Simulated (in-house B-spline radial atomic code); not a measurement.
Ru+: [Kr] 4d7

All numbers are computed (non-relativistic B3LYP, spin-polarised, spherical fractional occupations; point nucleus) with a B-spline radial code for spherical atoms, not measured.

Z_r = [3n² - l(l+1)]/(2<r>); Z_e = n√(-2ε); the last column is Slater's effective charge. Values are occupation-weighted means over spin.

```json
{"shell": "1s", "electrons": "2", "ε (eV)": "-21403", "<r> (bohr)": "0.03463", "Z_r": "43.31", "Z_e": "39.66", "Slater": "43.70"}
{"shell": "2s", "electrons": "2", "ε (eV)": "-3043.2", "<r> (bohr)": "0.1508", "Z_r": "39.78", "Z_e": "29.91", "Slater": "39.85"}
{"shell": "2p", "electrons": "6", "ε (eV)": "-2814.9", "<r> (bohr)": "0.1292", "Z_r": "38.71", "Z_e": "28.77", "Slater": "39.85"}
{"shell": "3s", "electrons": "2", "ε (eV)": "-546.34", "<r> (bohr)": "0.4145", "Z_r": "32.57", "Z_e": "19.01", "Slater": "32.75"}
{"shell": "3p", "electrons": "6", "ε (eV)": "-456.42", "<r> (bohr)": "0.408", "Z_r": "30.64", "Z_e": "17.38", "Slater": "32.75"}
{"shell": "3d", "electrons": "10", "ε (eV)": "-291.11", "<r> (bohr)": "0.3834", "Z_r": "27.38", "Z_e": "13.88", "Slater": "22.85"}
{"shell": "4s", "electrons": "2", "ε (eV)": "-82.527", "<r> (bohr)": "1.049", "Z_r": "22.87", "Z_e": "9.85", "Slater": "16.25"}
{"shell": "4p", "electrons": "6", "ε (eV)": "-55.273", "<r> (bohr)": "1.142", "Z_r": "20.14", "Z_e": "8.06", "Slater": "16.25"}
{"shell": "4d", "electrons": "7", "ε (eV)": "-13.971", "<r> (bohr)": "1.625", "Z_r": "12.93", "Z_e": "4.05", "Slater": "5.90"}
```

The least bound orbital is 4d down at -11.35 eV, and it is also the most diffuse (<r> = 1.692 bohr).

Caution: exact exchange at fractional occupations of open shells leaves self-interaction of up to several eV.
